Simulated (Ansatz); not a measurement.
Consider the isomerisation: `COCBCl` → `CCOBCl`.

Computed with Ansatz on PBE0-D4/def2-TZVP structures; ΔE is electronic, products minus reactants. CCSD(T)/CBS is the MP2 limit (def2-TZVPP, def2-QZVPP) plus CCSD(T) − MP2 in def2-TZVPP, frozen cores. Functionals use def2-TZVPP. B3LYP here is the variant with VWN-RPA as its local correlation; programs differ in this. Each species was taken in one conformer, which may not be the lowest.

Problem. Is it downhill or uphill in electronic energy at CCSD(T)/CBS, and by how much? (Estimate.)

Solution. The calculation gave: Downhill: ΔE = -201.5 kJ/mol.

Problem. What do these levels give: LDA (SPW92), B3LYP-D4, ωB97M-V, r2SCAN0, LC-ωPBE, HF/def2-QZVPP? (Best estimate.)

Solution. Ansatz gave: LDA (SPW92) -197.8, B3LYP-D4 -198.0, ωB97M-V -198.3, r2SCAN0 -200.7, LC-ωPBE -198.9, HF/def2-QZVPP -202.9 kJ/mol.

Largest T1 diagnostic among the species: 0.012.

From BLYP to BHLYP (50 % exact exchange), in def2-TZVPP and without D4, ΔE moves by −5.0 kJ/mol. Leaving LDA and LC-ωPBE aside and taking each functional with its dispersion term where it has one, the values, not all of them listed here, spread over 12.1 kJ/mol, from B2PLYP to revPBE-D4. LDA lies −4.2 kJ/mol from PBE without D4. At CCSD(T), def2-SVP lies −9.5 kJ/mol from the extrapolated value and def2-TZVPP +0.9 kJ/mol.
